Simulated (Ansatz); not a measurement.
Consider the substitution at a C–F bond: `FC=[Se]` + HBr → `[Se]=CBr` + H–F.

Program: Ansatz. Geometries: PBE0-D4/def2-TZVP. ΔE: electronic, gas phase. CCSD(T)/CBS adds triple-zeta CCSD(T) − MP2 to the extrapolated MP2 energy (def2 sets, frozen cores). This one scheme is used for every species. Functionals use def2-TZVPP. For Br, Se outer-core shells are correlated without core-valence functions, which leaves a few kJ/mol of doubt a bond. Scalar relativity is left out up to krypton.

`FC=[Se]`:

```xyz
4

F    -1.267   -0.119    0.395
C     0.012    0.017    0.102
Se    0.668   -0.127   -1.499
H     0.587    0.229    1.002
```

HBr:

Z-matrix (Å, degrees):
```
Br
H 1 1.420
```

`[Se]=CBr`:

Z-matrix (Å, degrees):
```
C
Se 1 1.736
Br 1 1.876 2 126.8
H 1 1.086 2 123.3 3 -180.0
```

H–F:

Cartesian coordinates in Å:
```
F -0.284 -0.293 -0.212
H 0.284 0.293 0.212
```

```json
{"species": "`FC=[Se]`", "PBE energy (Eh)": "-2539.62788"}
{"species": "HBr", "PBE energy (Eh)": "-2574.36854"}
{"species": "`[Se]=CBr`", "PBE energy (Eh)": "-5013.60616"}
{"species": "H–F", "PBE energy (Eh)": "-100.39340"}
```

Question: Work out ΔE.

Answer: ΔE = (-5013.60616) + (-100.39340) − (-2539.62788) − (-2574.36854) = -0.00314 Eh = -8.2 kJ/mol. CCSD(T)/CBS gives -20.8 kJ/mol.

Largest T1 diagnostic among the species: 0.016.

At CCSD(T), def2-SVP lies +30.8 kJ/mol from the extrapolated value and def2-TZVPP +4.7 kJ/mol. The D4 term adds −6.3 kJ/mol with B3LYP and −3.2 kJ/mol with PBE0; it sums over pairs of atoms, weighted by their polarisabilities, and B3LYP, whose exchange is more repulsive, gets the larger term. Leaving LDA and LC-ωPBE aside and taking each functional with its dispersion term where it has one, the values, not all of them listed here, spread over 17.0 kJ/mol, from PBE-QIDH to CAM-B3LYP-D4. LDA lies +4.6 kJ/mol from PBE without D4.

B3LYP here is the variant with VWN-RPA as its local correlation; programs differ in this.
